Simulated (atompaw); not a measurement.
**How hard is this N PAW (atompaw) potential?**

N (Z = 7), PAW, made with atompaw 4.2.0.5 (PBEsol, scalar-relativistic). Core none, reference 1s2 2s1.5 2p3.5. Waves: 1s (bound): rc 0.40 bohr; 2s (bound): rc 2.70 bohr; 2p (bound): rc 2.70 bohr; 2p channel at 1.35 Ry: rc 2.70 bohr. Local part: bessel scheme, radius 2.00 bohr. Core correction: none. Augmentation charge: sinc compensation charge, radius 2.30 bohr; PAW radius 2.70 bohr; waves and projectors: modrrkj vanderbiltortho.

The pseudo-atom Hamiltonian at the reference potential is diagonalised in spherical Bessel functions j_l(qr) that vanish at 20 bohr, with q² up to the cutoff. All-electron valence levels (Ry): 1s -28.1866, 2s -1.3735, 2p -0.5331.

Q: How do the lowest levels (Ry) of each channel move with the cutoff, and are there ghosts?

A:

```tsv
cutoff (Ry)	s #1	s #2	p #1	p #2	d #1	f #1	Σ f·Δε (mRy)
8	-2.3805	-1.2814	-0.5319	0.0367	0.0767	0.1191	51747.1
15	-3.5030	-1.3722	-0.5330	0.0365	0.0767	0.1191	49362.0
25	-8.2068	-1.3734	-0.5331	0.0365	0.0767	0.1191	39952.3
35	-13.0328	-1.3735	-0.5331	0.0365	0.0767	0.1191	30300.3
50	-18.7171	-1.3735	-0.5331	0.0365	0.0767	0.1191	18931.6
70	-22.7146	-1.3735	-0.5331	0.0365	0.0767	0.1191	10936.4
100	-25.7215	-1.3735	-0.5331	0.0365	0.0767	0.1191	4922.7
140	-27.4046	-1.3735	-0.5331	0.0365	0.0767	0.1191	1556.5
180	-27.9444	-1.3735	-0.5331	0.0365	0.0767	0.1191	476.9
260	-28.1693	-1.3735	-0.5331	0.0365	0.0767	0.1191	27.0
400	-28.1828	-1.3735	-0.5331	0.0365	0.0767	0.1191	0.0
```

Result: no extra level below or beside the all-electron valence levels (s, p, d, f tested); 10 mRy is reached at 300 Ry and 1 mRy at over 300 Ry.
